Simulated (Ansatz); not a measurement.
# Worked example: C3H7ClSn + SiH2(CH3)(OH) → C3H8OSn + SiH2(CH3)Cl

Gas-phase species: C3H7ClSn `C[CH](C)[Sn][Cl]`, singlet; SiH2(CH3)(OH), singlet; C3H8OSn `C[CH](C)[Sn][OH]`, singlet; SiH2(CH3)Cl ((chlorosilyl)methane), singlet. The partners trade Cl for OH: Sn–Cl and Si–OH bonds give way to Sn–OH and Si–Cl.

Shapes, held fixed at every level: PBE0-D4/def2-TZVP. Flexible molecules stand in one conformer, not always the lowest. Programs: Ansatz 0.2.0. The zero-point and thermal change to 298 K, harmonic and unscaled (PBE0-D4/def2-TZVP), is -1.4 kJ/mol.

At CCSD(T)/def2-TZVPP; 1 Eh = 2625.50 kJ/mol:

```
      species  energy (Eh)
     C3H7ClSn  -791.743427
SiH2(CH3)(OH)  -405.880848
      C3H8OSn  -407.721759
  SiH2(CH3)Cl  -789.878086
```

Question: Work out ΔH(298 K) of the reaction at this level.

Answer: 
1. Products less reactants: (-407.721759) + (-789.878086) − [(-791.743427) + (-405.880848)] = 0.024430 Eh = +64.1 kJ/mol.
2. With the thermal change: +64.1 + (-1.4) = +62.7 kJ/mol.

Other levels give +55.8 (PBE-D4/def2-TZVPP) to +84.4 kJ/mol (HF/def2-SVP). No measured value is set beside it here. For atoms past krypton def2 sets carry core potentials with scalar relativity. Outer-core shells of Sn are correlated, in sets that cover them unevenly.
